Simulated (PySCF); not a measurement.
C₅H₁₁Si, doublet, geometry from GFN2-xTB. Base run: PySCF with B3LYP/6-31G.

Here is a job for PySCF.
```python
from pyscf import gto, scf, dft

mol = gto.Mole()
mol.atom = '''
    C    -0.48130263   -0.54229435    1.93985837
    Si   -0.30974049   -0.19760081    0.13171235
    C    -0.91856830   -1.68566693   -0.89593603
    C    -1.26363719    1.38508787   -0.33835726
    C     1.53721877    0.04003556   -0.27693796
    C     2.11951587    1.19718816   -0.53965245
    H    -0.55708985    0.23937689    2.67522094
    H    -0.44268157   -1.53660897    2.34889630
    H    -0.38333621   -2.58934057   -0.62188198
    H    -0.76942544   -1.52536564   -1.95967196
    H    -1.97612059   -1.86945095   -0.73474173
    H    -2.33395811    1.24964921   -0.21838484
    H    -0.96670646    2.21750029    0.29142353
    H    -1.07994180    1.66755967   -1.37055090
    H     2.14647980   -0.85595015   -0.27363070
    H     3.17300341    1.28065482   -0.76451311
    H     1.56678460    2.12228493   -0.54998627
'''
mol.basis = '6-31g'
mol.spin = 1
mol.verbose = 4
mol.build()

mf = dft.UKS(mol)
mf.xc = 'b3lyp'
mf.kernel()
```

The base run was repeated with changes; each row names its change, and settings that it needs were set with it.

```json
[
 {"change": "base", "ΔE vs base (µEh)": "0.0", "SCF cycles": "11", "<S^2>": "0.753", "outcome": "converged"},
 {"change": "conv_tol = 1e-6", "ΔE vs base (µEh)": "0.0", "SCF cycles": "8", "<S^2>": "0.753", "outcome": "converged"},
 {"change": "level_shift = 1.0 (with mf.max_cycle = 100)", "ΔE vs base (µEh)": "0.0", "SCF cycles": "39", "<S^2>": "0.753", "outcome": "converged"},
 {"change": "diis_space = 12", "ΔE vs base (µEh)": "0.0", "SCF cycles": "11", "<S^2>": "0.753", "outcome": "converged"},
 {"change": "diis = off (with mf.max_cycle = 100)", "ΔE vs base (µEh)": "-", "SCF cycles": "100", "<S^2>": "-", "outcome": "not converged"},
 {"change": "conv_tol = 1e-11", "ΔE vs base (µEh)": "0.0", "SCF cycles": "15", "<S^2>": "0.753", "outcome": "converged"},
 {"change": "init_guess = atom", "ΔE vs base (µEh)": "0.0", "SCF cycles": "11", "<S^2>": "0.753", "outcome": "converged"},
 {"change": "diis = off; damp = 0.6 (with mf.diis_start_cycle = 200; with mf.max_cycle = 150)", "ΔE vs base (µEh)": "0.0", "SCF cycles": "25", "<S^2>": "0.753", "outcome": "converged"},
 {"change": "DIIS = EDIIS", "ΔE vs base (µEh)": "-", "SCF cycles": "50", "<S^2>": "-", "outcome": "not converged"},
 {"change": "conv_tol_grad = 1e-7", "ΔE vs base (µEh)": "0.0", "SCF cycles": "17", "<S^2>": "0.753", "outcome": "converged"},
 {"change": "level_shift = 0.5 (with mf.max_cycle = 100)", "ΔE vs base (µEh)": "0.0", "SCF cycles": "23", "<S^2>": "0.753", "outcome": "converged"},
 {"change": "diis = off; damp = 0.3 (with mf.diis_start_cycle = 200; with mf.max_cycle = 150)", "ΔE vs base (µEh)": "-", "SCF cycles": "150", "<S^2>": "-", "outcome": "not converged"},
 {"change": "init_guess = 1e", "ΔE vs base (µEh)": "0.0", "SCF cycles": "17", "<S^2>": "0.753", "outcome": "converged"}
]
```

Open shells are given as the SCF converged; they aren't shown to be the lowest states, and a large step between rows can be another state.
